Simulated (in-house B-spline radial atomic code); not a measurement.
Results of a calculation; reference values are marked as such.
## Softness against transferability: the 2s channel of C

C, [He] 2s2 2p2, non-relativistic LDA (VWN5), spherical and spin-unpolarised, from a B-spline radial code for spherical atoms (atomic units). The all-electron 2s level is ε = -0.500866 hartree, its outermost node lies just inside 0.39 bohr and its outer maximum at 1.22 bohr.

Troullier-Martins pseudo-orbitals are made for several radii. The cutoffs (hartree) are the plane-wave energies beyond which the orbital holds less than the named kinetic energy per electron. The phase error is the difference, pseudo minus all-electron, of arctan(R P'/P) at R = 2.01 bohr for all radii, half a hartree below and above the level.

```
r_c (bohr)  V_l(0) (hartree)  cutoff for 10 mEh  for 1 mEh  for 0.1 mEh  phase error at ε − 0.5 (mrad)  at ε + 0.5 (mrad)
      0.92              1.99               12.1       35.6         57.9                           -0.5               -0.6
      1.06              3.06               12.3       21.3         50.4                           -0.5               -0.6
      1.22              1.91               11.1       20.2         44.6                           -0.7               -0.8
      1.38              0.75               9.33       16.1         36.6                           -1.2               -1.4
      1.54             -0.05               7.37       13.1         29.8                           -2.2               -2.6
      1.71             -0.60               3.08       10.8         23.9                           -4.0               -4.4
```

(1) Which radius needs the lowest cutoff for 0.1 mEh while both phase errors stay within 1.5 mrad?

(2) What does the larger radius buy, and what does it cost?

Answers

(1) The radii within that limit are 0.92, 1.06, 1.22, 1.38 bohr; of these r_c = 1.38 needs the least, 36.6 hartree, that is 73.2 Ry or 996 eV.

(2) From r_c = 0.92 to 1.71 bohr the cutoff for 1 mEh goes from 35.6 to 10.8 hartree, a factor of 3.30, against 3.45 for a pure 1/r_c² scaling, end to end; step by step it is 35.6, 21.3, 20.2, 16.1, 13.1, 10.8, and for 0.1 mEh 57.9, 50.4, 44.6, 36.6, 29.8, 23.9; the number of plane waves goes as the cutoff to the power 3/2, here a factor of 6.0. The larger of the two phase errors is least at r_c = 0.92 bohr, 0.6 mrad; it is 0.6 at the smallest radius and 4.4 at the largest. These errors test the reference atom alone. Large radii also let the cores of neighbours overlap, which an atom doesn't show.
